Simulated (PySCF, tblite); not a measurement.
Species: C2H7F3N2Si.
Cartesian coordinates in Å at the GFN2-xTB level; atoms count from 1:
```
atom  x, y, z in Å
N1     2.700    0.295    0.505
Si2    1.302    0.360   -0.494
N3     0.165   -0.542    0.455
C4    -1.131   -0.880   -0.031
C5    -2.105    0.298   -0.014
F6    -1.790    1.245   -0.908
F7    -2.143    0.901    1.184
F8    -3.364   -0.083   -0.290
H9     3.512    0.812    0.212
H10    2.981   -0.596    0.882
H11    1.040    1.784   -0.693
H12    1.316   -0.362   -1.774
H13    0.157   -0.334    1.443
H14   -1.056   -1.215   -1.068
H15   -1.588   -1.675    0.570
```

Computed, not measured: PBE0/pcSseg-1 in PySCF (dipole) on a GFN2-xTB geometry, gas phase.

Take the most abundant isotopes and a rigid rotor. The values belong to one conformer with, in the numbering `[NH2:1][SiH2:2][NH:3][CH2:4][C:5]([F:6])([F:7])[F:8]`, H–N1–Si2–N3 -176° and 48°, N1–Si2–N3–C4 -174°, Si2–N3–C4–C5 -76°.

(1) What are A, B and C (GHz)?

(2) Classify the top.

(3) Is it planar, by Δ = Ic − Ia − Ib?

(4) Give the other two planar moments, Paa and Pbb, and the rms extents of the mass along the axes.

(5) List the rotational levels J(Ka,Kc) to J = 5 (MHz).

(6) Which lines would a microwave search look for?

(7) Estimate the classical rotational partition function at 50 K, 100 K and 298.15 K.

Answers

(1) Ia = 128.22, Ib = 604.70, Ic = 619.59 u·Å²; 505379 MHz·u·Å²/I gives 3941, 835.7 and 815.7 MHz, that is A = 3.9415, B = 0.8357, C = 0.8157 GHz.

(2) A near-prolate asymmetric top: κ = (2 × 835.7 − 3941 − 815.7)/(3941 − 815.7) = -0.99.

(3) Not planar: Δ = Ic − Ia − Ib = -113.34 u·Å². For a rigid frame Δ = −2 Σ m c², so Σ m c² = 56.67 u·Å² lies off the ab plane: 8.31 from hydrogen and 48.36 from heavier atoms. The atom farthest from that plane is 1.81 Å away.

(4) Paa = Σ m a² = (Ib + Ic − Ia)/2 = 548.03 and Pbb = Σ m b² = (Ia + Ic − Ib)/2 = 71.55 u·Å². With the mass M = 144.03 u, the rms extents √(P/M) along a, b and c are 1.95, 0.70, 0.63 Å.

(5) Above 0(0,0):
J = 1: 1(0,1) 1651, 1(1,1) 4757, 1(1,0) 4777
J = 2: 2(0,2) 4954, 2(1,2) 8040, 2(1,1) 8100, 2(2,1) 17417, 2(2,0) 17417
J = 3: 3(0,3) 9908, 3(1,3) 12964, 3(1,2) 13084, 3(2,2) 22371, 3(2,1) 22372, 3(3,1) 37950, 3(3,0) 37950
J = 4: 4(0,4) 16513, 4(1,4) 19529, 4(1,3) 19730, 4(2,3) 28977, 4(2,2) 28979, 4(3,2) 44556, 4(3,1) 44556, 4(4,1) 66366, 4(4,0) 66366
J = 5: 5(0,5) 24768, 5(1,5) 27736, 5(1,4) 28037, 5(2,4) 37234, 5(2,3) 37237, 5(3,3) 52814, 5(3,2) 52814, 5(4,2) 74624, 5(4,1) 74624, 5(5,1) 102665, 5(5,0) 102665
Those of J = 1 are B + C, A + C and A + B.

(6) The dipole components are |μa| = 2.23 D, |μb| = 1.20 D, |μc| = 1.06 D. The squared components, which scale the intensities, stand as 1.00 : 0.29 : 0.23 (a : b : c). Some lines, for components of 0.1 D or more:

```tsv
type	branch	J(Ka,Kc)	MHz	lower level (cm⁻¹)
b	Q	1(1,0) ← 1(0,1)	3126	0.055
b	Q	4(1,3) ← 4(0,4)	3217	0.551
a	R	2(1,1) ← 1(1,0)	3323	0.159
b	R	4(0,4) ← 3(1,3)	3549	0.432
b	R	1(1,1) ← 0(0,0)	4757	0.000
a	R	3(2,2) ← 2(2,1)	4954	0.581
a	R	4(2,3) ← 3(2,2)	6606	0.746
a	R	4(3,1) ← 3(3,0)	6606	1.266
a	R	4(2,2) ← 3(2,1)	6607	0.746
b	R	3(1,3) ← 2(0,2)	8010	0.165
c	Q	2(2,1) ← 2(1,1)	9317	0.270
b	R	4(1,4) ← 3(0,3)	9621	0.330
c	R	4(1,3) ← 3(0,3)	9822	0.330
c	R	2(2,1) ← 1(1,1)	12660	0.159
b	R	2(2,0) ← 1(1,1)	12660	0.159
b	R	3(2,1) ← 2(1,2)	14332	0.268
c	Q	4(3,2) ← 4(2,2)	15578	0.967
c	Q	3(3,1) ← 3(2,1)	15578	0.746
b	Q	3(3,0) ← 3(2,1)	15578	0.746
b	R	4(2,3) ← 3(1,2)	15893	0.436
b	R	4(3,2) ← 3(2,1)	22184	0.746
c	R	4(3,2) ← 3(2,2)	22185	0.746
c	R	4(4,0) ← 3(3,0)	28416	1.266
b	R	4(4,0) ← 3(3,1)	28416	1.266
```

(7) Point group C1, symmetry number σ = 1; q = (√π/σ)·√((kT/h)³/(ABC)), k/h = 20836.6 MHz/K: 36400 at 50 K, 103000 at 100 K, 529000 at 298.15 K.

Its GFN2-xTB frequencies are all real (lowest 35 cm⁻¹). No vibrational averaging or centrifugal distortion is included, and the geometry carries the error of its method. A rigid rotor knows nothing of inversion at nitrogen, which can split or shift real lines. Quadrupole hyperfine structure (14N) is left out.
